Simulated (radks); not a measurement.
Results of a calculation; reference values are marked as such.
Ionisation of neutral potassium, [Ar] 4s1, to K+, [Ar], under several functionals. Non-relativistic Kohn-Sham, spin-polarised, spherical densities, point nucleus; open shells are filled with parallel spins first; a radial shooting solver on a logarithmic mesh with Libxc functionals. The NIST Atomic Spectra Database gives 4.341 eV (measured). Rank these functionals by the error of their Delta-SCF ionisation energy: LDA (Slater exchange, VWN5 correlation); revPBE; exchange-only r2SCAN; RPBE; B86b exchange with PBE correlation; AM05; exchange-only LDA; HCTH/407; LDA (Slater exchange, Perdew-Zunger correlation); PBE.

Answer. From best to worst: AM05 4.362 eV (+0.021); HCTH/407 4.298 eV (-0.043); revPBE 4.392 eV (+0.052); RPBE 4.426 eV (+0.086); PBE 4.449 eV (+0.109); B86b exchange with PBE correlation 4.455 eV (+0.114); LDA (Slater exchange, Perdew-Zunger correlation) 4.527 eV (+0.187); LDA (Slater exchange, VWN5 correlation) 4.531 eV (+0.191); exchange-only LDA 4.041 eV (-0.299); exchange-only r2SCAN 3.940 eV (-0.400).
